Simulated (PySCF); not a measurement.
C₂H₆BCl₃Se.
Atom-mapped SMILES: `[CH3:1][Se+:2]([CH3:3])[B-:4]([Cl:5])([Cl:6])[Cl:7]` (hydrogens: H8, H9, H10 on C1; H11, H12, H13 on C3)

Level: wB97X-D/def2-SVPD in PySCF, non-relativistic, on one gas-phase PBE0-D3(BJ)/def2-SVP geometry that isn't relaxed in the solvent. The solvent is an IEF-PCM continuum (cavity from Bondi-type radii × 1.2), and excitations are vertical TDDFT with non-equilibrium linear response and a frozen core. Specific hydrogen bonds and non-electrostatic terms are outside this model. Spin–orbit coupling is left out although an atom past zinc is present.

Gas-phase singlets (H = HOMO, L = LUMO):

```tsv
state	E (eV)	λ (nm)	f	leading configurations
S1	6.437	193	0.000	H→L+1 85%, H→L+5 8%
S2	7.035	176	0.101	H→L 48%, H→L+2 38%
S3	7.353	169	0.002	H-1→L 39%, H-1→L+2 32%, H-1→L+4 13%
S4	7.399	168	0.003	H-1→L+1 91%
S5	7.584	163	0.129	H→L+2 45%, H→L 37%
```

Question: How does the list change in chloroform (ε = 4.711)?

Answer: 
| state | E (eV) | λ (nm) | f | leading configurations | change by rank (eV) |
| --- | --- | --- | --- | --- | --- |
| S1 | 6.615 | 187 | 0.001 | H→L 84%, H→L+5 9% | +0.178 |
| S2 | 7.154 | 173 | 0.199 | H→L+2 44%, H→L+1 42% | +0.119 |
| S3 | 7.690 | 161 | 0.239 | H→L+1 41%, H→L+2 39% | +0.337 |
| S4 | 7.742 | 160 | 0.004 | H-1→L+2 39%, H-1→L+1 35%, H-1→L+4 20% | +0.343 |
| S5 | 7.912 | 157 | 0.016 | H-1→L 84% | +0.328 |

Question: What are the lowest 5 singlets in acetone (ε = 20.49)?

Answer: 
| state | E (eV) | λ (nm) | f | leading configurations | change by rank (eV) |
| --- | --- | --- | --- | --- | --- |
| S1 | 6.678 | 186 | 0.002 | H→L 83%, H→L+5 10% | +0.241 |
| S2 | 7.213 | 172 | 0.192 | H→L+2 60%, H→L+1 25% | +0.178 |
| S3 | 7.719 | 161 | 0.254 | H→L+1 57%, H→L+2 23% | +0.366 |
| S4 | 7.873 | 157 | 0.003 | H-1→L+2 52%, H-1→L+1 22%, H-1→L+4 18% | +0.474 |
| S5 | 7.985 | 155 | 0.002 | H-2→L+2 42%, H-4→L+2 11%, H-2→L+1 9% | +0.401 |

Question: How do the frontier levels move from gas to acetone?

Answer: 
```csv
orbital,gas (eV),solvent (eV),change (eV),"Löwdin shares, gas","Löwdin shares, solvent"
LUMO+2,1.55,1.72,+0.17,"Se2 57 %, C1 8 %, C3 8 %, B4 7 %","Se2 49 %, B4 11 %, Cl5 9 %, Cl6 9 %"
LUMO+1,1.11,1.53,+0.42,"Se2 56 %, C3 11 %, C1 10 %","Se2 35 %, B4 20 %, Cl7 12 %, Cl6 7 %"
LUMO,1.10,1.52,+0.42,"Se2 55 %, B4 10 %, C1 6 %, Cl7 6 %","Se2 56 %, C3 10 %, C1 9 %, Cl5 6 %"
HOMO,-9.84,-9.76,+0.08,"Se2 34 %, Cl6 17 %, Cl5 17 %, Cl7 14 %","Se2 40 %, Cl7 14 %, Cl6 12 %, Cl5 12 %"
HOMO-1,-10.01,-10.33,-0.32,"Cl5 34 %, Cl6 33 %, Cl7 32 %","Cl7 36 %, Cl5 31 %, Cl6 31 %"
HOMO-2,-10.47,-10.67,-0.20,"Cl7 41 %, Cl5 23 %, Cl6 22 %, Se2 6 %","Cl7 32 %, Cl5 23 %, Cl6 22 %, Se2 12 %"
HOMO-3,-10.55,-10.82,-0.27,"Cl6 38 %, Cl5 38 %, Cl7 15 %, B4 5 %","Cl5 38 %, Cl6 38 %, Cl7 14 %, B4 5 %"
```

The HOMO–LUMO gap goes from 10.94 to 11.28 eV. Rows go by rank; for LUMO, LUMO+1 and LUMO+2 the atom shares or the degeneracy differ between the runs, so the row needn't follow one orbital. Shares within a degenerate set are those of one arbitrary member.

Shape of the structure used: `[CH3:1][Se+:2]([CH3:3])[B-:4]([Cl:5])([Cl:6])[Cl:7]`: C1–Se2–B4–Cl5 171°.
